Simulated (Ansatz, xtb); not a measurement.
Two isomers of C8H10

Structure I is `Cc1ccccc1C`, a singlet and structure II is `CCc1ccccc1`, a singlet. Both are isolated molecules in the gas phase, relaxed with PBE-D3(BJ)/def2-SVP; the shapes shown needn't be the lowest conformers.

I (Å):

```xyz
18

C    -1.5973   -2.2762    1.3046
C    -1.0808   -1.8246   -0.0374
C     0.0748   -2.4056   -0.5932
C     0.5721   -1.9998   -1.8407
C    -0.0924   -0.9935   -2.5552
C    -1.2451   -0.4061   -2.0126
C    -1.7546   -0.8040   -0.7620
C    -2.9952   -0.1596   -0.1985
H    -0.9644   -3.0763    1.7338
H    -1.6288   -1.4398    2.0352
H    -2.6357   -2.6651    1.2357
H     0.5953   -3.1966   -0.0295
H     1.4778   -2.4706   -2.2523
H     0.2846   -0.6639   -3.5354
H    -1.7693    0.3853   -2.5722
H    -3.8013   -0.9039   -0.0239
H    -2.7992    0.3196    0.7844
H    -3.3935    0.6164   -0.8797
```

II (Å):

```xyz
18

C    -2.8105   -2.9402    0.7198
C    -1.3374   -2.5064    0.7720
C    -0.9958   -1.4762   -0.2819
C    -0.5700   -1.8695   -1.5671
C    -0.3012   -0.9181   -2.5625
C    -0.4557    0.4503   -2.2893
C    -0.8795    0.8573   -1.0144
C    -1.1468   -0.0986   -0.0228
H    -3.0378   -3.6948    1.5001
H    -3.4858   -2.0739    0.8735
H    -3.0603   -3.3813   -0.2667
H    -0.6855   -3.3963    0.6427
H    -1.1090   -2.0946    1.7779
H    -0.4430   -2.9421   -1.7869
H     0.0350   -1.2471   -3.5579
H    -0.2420    1.1986   -3.0676
H    -0.9993    1.9283   -0.7889
H    -1.4755    0.2278    0.9774
```

Which of the two would you expect CCSD(T)/def2-SVP + ΔMP2/def2-TZVPP electronic energies to favour?

Structure I; the calculation gives E(II) − E(I) = +2.3 kcal/mol.

The same difference at several levels:

```tsv
level	geometry	E(II) − E(I) (kcal/mol)	departure from the last row (kcal/mol)	job, with rough time for the two
GFN2-xTB	GFN2-xTB	+3.7	+1.5	optimisation, 0.17 s
HF/STO-3G	GFN2-xTB	+2.0	−0.3	single point, 0.6 s
r2SCAN-D4/def2-SVP	GFN2-xTB	+3.1	+0.9	single point, 3.1 s
PBE-D3(BJ)/def2-SVP	PBE-D3(BJ)/def2-SVP	+3.0	+0.8	optimisation, 19 s
HF/def2-SVP	PBE-D3(BJ)/def2-SVP	+1.0	−1.3	part of the CCSD(T) run
MP2/def2-SVP	PBE-D3(BJ)/def2-SVP	+2.6	+0.3	part of the CCSD(T) run
CCSD(T)/def2-SVP	PBE-D3(BJ)/def2-SVP	+2.2	−0.1	single point
CCSD(T)/def2-SVP + ΔMP2/def2-TZVPP	PBE-D3(BJ)/def2-SVP	+2.3		single point, 93 s
```

As drawn, both hold the same kinds of bond in the same numbers. Structure I has 2 methyl groups, II 1.

None of the levels shown reverses the order. The largest departure from CCSD(T)/def2-SVP + ΔMP2/def2-TZVPP is that of GFN2-xTB, 1.5 kcal/mol. The last row adds to CCSD(T) the change of the MP2 difference between the two basis sets, here +0.1 kcal/mol.

With thermal terms from frequencies at re-optimised GFN2-xTB minima (ideal gas, soft modes damped towards free rotors, one conformer each, 298.15 K, 1 atm): the zero-point term adds +0.5 kcal/mol; ΔH is +2.6 and ΔG +2.2 kcal/mol.

The correlated steps freeze 8 core orbitals. Run with Ansatz 0.2.0, xtb 6.7.1; the last row on 4 threads of Intel(R) Xeon(R) Platinum 8259CL CPU @ 2.50GHz (Skylake/Cascade Lake) on a shared host.
